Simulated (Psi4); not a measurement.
Level of theory: SAPT0/jun-cc-pVDZ, frozen core in Psi4 1.11.

Psi4 input:

```
molecule {
0 1
Cl 0.64100294 -0.00000000 -0.00000000
H -0.64100294 0.00000000 0.00000000
--
0 1
C 1.59488232 3.44175554 0.31982912
C 1.28229363 3.71925542 1.78772578
H 0.69183579 3.18182329 -0.23603802
H 2.29731488 2.61271157 0.21343273
H 2.03937907 4.31421771 -0.16316001
H 0.83746498 2.84690938 2.27061952
H 2.18539203 3.97883548 2.34367348
H 0.58014028 4.54853369 1.89413745
units angstrom
symmetry c1
no_reorient
no_com
}
set basis jun-cc-pvdz
set scf_type df
set freeze_core true
energy('sapt0')
```

Part of the output:

```
    SAPT Results
  --------------------------------------------------------------------------------------------------------
    Electrostatics                 -0.83480070 [mEh]      -0.52384535 [kcal/mol]      -2.19176895 [kJ/mol]
      Elst10,r                     -0.83480070 [mEh]      -0.52384535 [kcal/mol]      -2.19176895 [kJ/mol]

    Exchange                        3.04224960 [mEh]       1.90904045 [kcal/mol]       7.98742522 [kJ/mol]
      Exch10                        3.04224960 [mEh]       1.90904045 [kcal/mol]       7.98742522 [kJ/mol]
      Exch10(S^2)                   3.03432593 [mEh]       1.90406826 [kcal/mol]       7.96662162 [kJ/mol]

    Induction                      -0.19791393 [mEh]      -0.12419287 [kcal/mol]      -0.51962296 [kJ/mol]
      Ind20,r                      -0.78750045 [mEh]      -0.49416399 [kcal/mol]      -2.06758215 [kJ/mol]
      Exch-Ind20,r                  0.74029662 [mEh]       0.46454314 [kcal/mol]       1.94364851 [kJ/mol]
      delta HF,r (2)               -0.15071010 [mEh]      -0.09457202 [kcal/mol]      -0.39568932 [kJ/mol]

    Dispersion                     -1.44060125 [mEh]      -0.90399094 [kcal/mol]      -3.78229807 [kJ/mol]
      Disp20                       -1.64732545 [mEh]      -1.03371233 [kcal/mol]      -4.32505238 [kJ/mol]
      Exch-Disp20                   0.20672420 [mEh]       0.12972139 [kcal/mol]       0.54275431 [kJ/mol]
      Disp20 (SS)                  -0.82366273 [mEh]      -0.51685616 [kcal/mol]      -2.16252619 [kJ/mol]
      Disp20 (OS)                  -0.82366273 [mEh]      -0.51685616 [kcal/mol]      -2.16252619 [kJ/mol]
      Exch-Disp20 (SS)              0.11073528 [mEh]       0.06948744 [kcal/mol]       0.29073544 [kJ/mol]
      Exch-Disp20 (OS)              0.09598892 [mEh]       0.06023396 [kcal/mol]       0.25201887 [kJ/mol]

  Total HF                          2.00953496 [mEh]       1.26100223 [kcal/mol]       5.27603332 [kJ/mol]
  Total SAPT0                       0.56893371 [mEh]       0.35701129 [kcal/mol]       1.49373525 [kJ/mol]
```
